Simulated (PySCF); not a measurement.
Species: C₄H₁₀AlN.
Geometry (PBE0-D3(BJ)/def2-SVP, Å), atoms numbered from 1 in this order:
```xyz
16
C4H10AlN angstrom
Al     2.2925    0.2024    0.7482
N      0.7121    0.0562   -0.0594
C     -0.2072    1.1237   -0.4054
C     -1.5804    0.6247    0.0756
C     -1.4407   -0.9132    0.0857
C      0.0000   -1.1631   -0.3918
H      3.0681   -1.1414    1.0844
H      2.8099    1.6651    1.0849
H     -0.2308    1.2722   -1.5045
H      0.0937    2.0826    0.0438
H     -2.3941    0.9756   -0.5763
H     -1.7906    1.0009    1.0879
H     -1.5793   -1.3078    1.1033
H     -2.1780   -1.4135   -0.5596
H      0.0041   -1.3267   -1.4890
H      0.4681   -2.0470    0.0681
```

Computed, not measured: PySCF 2.14.0, PBE0-D3(BJ)/def2-SVP geometry optimisation, gas phase.

**Question.** Which atoms are bound to Al1, and at what distances?

**Answer.** 3 atoms: H8 1.588 Å, H7 1.588 Å, N2 1.781 Å. The nearest atom not counted as bound is C6, at 2.90 Å (others tie with it).

**Question.** List the angles at Al1.

**Answer.** 
```
    angle  degrees  distance of the outer atoms (Å)
H7–Al1–H8    125.2                             2.82
N2–Al1–H8    117.5                             2.88
N2–Al1–H7    117.4                             2.88
```

**Question.** What is the shape at Al1?

**Answer.** Planar: angles 125.2°, 117.5° and 117.4°, sum 360.0°, 0.00 Å off the plane of its three neighbours.

**Question.** What are the other bond lengths?

**Answer.** N2–C3, N2–C6 1.451 Å; C3–C4, C5–C6 1.538 Å; C4–C5 1.544 Å; C3–H9 and 3 like bonds 1.105 Å; C4–H11 and 3 like bonds 1.100 Å.

**Question.** Give some angles away from the centre.

**Answer.** Al1–N2–C3 127.6°, C3–N2–C6 104.6°, N2–C3–C4 104.6°, C3–C4–C5 104.1°.

**Question.** What are the rotational constants (commonest isotopes, rigid rotor)?

**Answer.** A = 5920, B = 1964, C = 1644 MHz: an asymmetric top.

Point group: Cs (every atom within 0.08 Å of its image). Charge 0, singlet. Whether it is a minimum is left open (no frequencies).

One conformer stands for the species.
